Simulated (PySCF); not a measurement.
FGeH7Si2.
SMILES with atom numbers: `[F:1][Si@@H:2]([SiH3:3])[GeH3:4]`

A calculation gives these core lines: F 1s: 691.93 eV; Si 1s: 1846.42 (area 1), 1847.31 (area 1) eV; Si 2p3/2: 106.73 (area 1), 107.49 (area 1) eV.

Method: PySCF 2.14.0, delta-SCF UKS SCAN, pcX-2 on the ionised atom, pcseg-1 elsewhere, spin-free X2C. Isolated species at its PBE0-D3(BJ)/def2-SVP geometry, gas phase.

Question: Assign the Si 1s lines to atoms.

Answer: 1846.42 eV: Si3 (SiH3 silicon); 1847.31 eV: Si2 (fluorine-bound silicon). The listed Si 1s values span 0.89 eV, from Si3 (bonded to 3 H and Si) to Si2 (bonded to F, H, Ge and Si).

Question: Order the silicon atoms by Si 2p3/2 binding energy.

Answer: 106.73 eV: Si3 (SiH3 silicon); 107.49 eV: Si2 (fluorine-bound silicon). Lowest listed Si 2p3/2: Si3, bonded to 3 H and Si. Highest, 0.76 eV above it: Si2, bonded to F, H, Ge and Si.

Bonded neighbours of each site: F1: Si; Si2: F, H, Ge and Si; Si3: 3 H and Si.

Question: Which photon energy gives electrons from Si 1s of Si2 a kinetic energy of 50 eV, and what is their de Broglie wavelength?

Answer: hν = 1847.31 + 50 = 1897.31 eV, recoil neglected; λ = 12.264 Å/√(E/eV) = 1.73 Å.

The 2p values add to the ΔSCF energy of one spin-free hole a correction within the shell (spin–orbit coupling, ligand field). 2p1/2 minus 2p3/2 (ligand field included): Si 0.62 eV. No level of germanium is listed.
